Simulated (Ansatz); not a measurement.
Ideal-gas functions of BGaH₄OS₂ (`OBS[S][GaH2]`) at 298.15 K and 1 bar, from an Ansatz frequency run at PBE0-D4/def2-TZVP.

Molar mass 164.7 g/mol, point group C1 (symmetry number 1), electronic degeneracy 1, moments of inertia 170.276, 344.134, 371.833 u Å². Harmonic wavenumbers (cm⁻¹, unscaled): 84, 156, 193, 248, 334, 342, 442, 472, 515, 586, 657, 715, 752, 869, 996, 1201, 1395, 2013, 2030, 2672, 3537.

Use S(trans) = R[1.5 ln M + 2.5 ln T − 1.1517]; rotational temperatures θ = 24.2544 K / I; S(rot) = R[ln(√π/σ · √(T³/θAθBθC)) + 1.5]; for each mode x = 1.438777 ν̃/T, S = R[x/(eˣ − 1) − ln(1 − e⁻ˣ)] and H = RT x/(eˣ − 1); 1 cm⁻¹ = 0.0119627 kJ/mol; R = 8.31446 J/(mol·K).

By hand: the entropy, in J/(mol·K).

Translation 172.5. Rotation: θ = 0.1424, 0.0705, 0.0652 K, giving 118.8. Vibration, mode by mode: 15.88, 10.87, 9.20, 7.30, 5.19, 5.03, 3.43, 3.06, 2.60, 1.98, 1.51, 1.21, 1.05, 0.66, 0.40, 0.17, 0.08, 0.01, 0.00, 0.00, 0.00, in all 69.6. Electronic 0.0. Sum 360.9 J/(mol·K).

By hand: H − E and G − E in kJ/mol, counted from the electronic energy.

Zero-point energy ½ × 20209 × 0.0119627 = 120.9; thermal vibration 12.0; translation, rotation and pV give 4 RT = 9.9. H − E = 142.8 kJ/mol, and G − E = 142.8 − 298.15 × 360.9/1000 = 35.2 kJ/mol.

Vibration gives 19 % of the entropy, 15.9 J/(mol·K) of it from the mode under 150 cm⁻¹: soft modes count most, and the harmonic formula is weakest for them. The sum counts one conformer and one mirror image; others add a mixing term.
